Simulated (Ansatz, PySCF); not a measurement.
Pulling on the Si2–H4 bond in Cl2H2Si (SMILES Cl[SiH2]Cl) (multiplicity 1 held, fragments rigid). Energies count from the point at 1.470 Å.
Geometry at that point (charge 0, multiplicity 1):
```xyz
5

Cl    -1.676     0.434    -0.004
Si    -0.011    -0.766     0.024
Cl     1.688     0.383    -0.022
H     -0.017    -1.541     1.273
H     -0.031    -1.617    -1.175
```

Active spaces are followed from a long bond inwards. Curves can end on different states.

Correlated levels freeze the cores. Rows in 3-21G carry no dispersion term and start afresh at each structure.

Run with Ansatz (Gaussian basis) for Hartree–Fock, density functionals and correlated methods; PySCF for 3-21G rows. Each number belongs to the level named beside it.

### Question
Give the energy at R = 4.704 Å at the level FIC-MRCISD on CASSCF(2,2)/cc-pV(T+d)Z.

### Answer
4.08 eV

### Question
Estimate the energy at R = 4.704 Å that FIC-MRCISD+Q on CASSCF(2,2)/cc-pV(T+d)Z returns for this input.

### Answer
4.15 eV

### Question
Give the energy at R = 4.704 Å at the level R-HF/3-21G.

### Answer
7.81 eV

Doubts at one or more of the structures used: a restricted determinant that unrestricted orbitals would lower (R-HF/3-21G).

Ansatz is an electronic-structure program.
